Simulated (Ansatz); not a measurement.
C₃H₈Sn (`C=C[CH2][SnH3]`), charge 0, multiplicity 1.

(1) Give a relaxed structure at PBE0-D4/def2-TZVP (Ansatz). (An estimate is asked.)

## Answers

(1) Ansatz gave: 
Z-matrix (Å, degrees):
```
C
C 1 1.481
Sn 1 2.165 2 110.4
H 1 1.092 2 111.9 3 -118.6
H 1 1.092 2 111.9 3 119.4
C 2 1.329 1 125.6 3 -103.4
H 2 1.089 1 115.9 3 74.8
H 3 1.707 1 108.6 2 66.0
H 3 1.711 1 110.4 2 -173.6
H 3 1.709 1 109.2 2 -53.4
H 6 1.086 2 121.5 1 -1.6
H 6 1.083 2 121.4 1 178.4
```
This is one stationary point; other conformers may exist.
